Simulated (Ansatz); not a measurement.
Reaction (substitution at a C–B bond): `C=NB(C)F` + `O[SiH](F)[NH][GeH3]` → `C[N]([GeH3])[SiH](O)F` + `C=NBF`

Computed with Ansatz on PBE0-D4/def2-TZVP structures; ΔE is electronic, products minus reactants. CCSD(T)/CBS adds triple-zeta CCSD(T) − MP2 to the extrapolated MP2 energy (def2 sets, frozen cores). For Ge outer-core shells are correlated without core-valence functions, which leaves a few kJ/mol of doubt a bond. Scalar relativity is left out up to krypton. One conformer a species, not always the lowest.

| species | CCSD(T)/def2-TZVPP energy (Eh) |
| --- | --- |
| `C=NB(C)F` | -258.34602 |
| `O[SiH](F)[NH][GeH3]` | -2597.98096 |
| `C[N]([GeH3])[SiH](O)F` | -2637.20659 |
| `C=NBF` | -219.08754 |

Q: Work out ΔE.

A: ΔE = (-2637.20659) + (-219.08754) − (-258.34602) − (-2597.98096) = 0.03285 Eh = +86.2 kJ/mol. CCSD(T)/CBS gives +87.9 kJ/mol.

Largest T1 diagnostic among the species: 0.014.

In def2-TZVPP, CCSD(T) changes the Hartree–Fock value by −7.1 kJ/mol (the triples alone add −1.6 kJ/mol) and MP2 by −6.1 kJ/mol. The D4 term adds −5.5 kJ/mol with B3LYP and −3.0 kJ/mol with PBE0; it sums over pairs of atoms, weighted by their polarisabilities, and B3LYP, whose exchange is more repulsive, gets the larger term.

B3LYP here is the variant with VWN-RPA as its local correlation; programs differ in this.
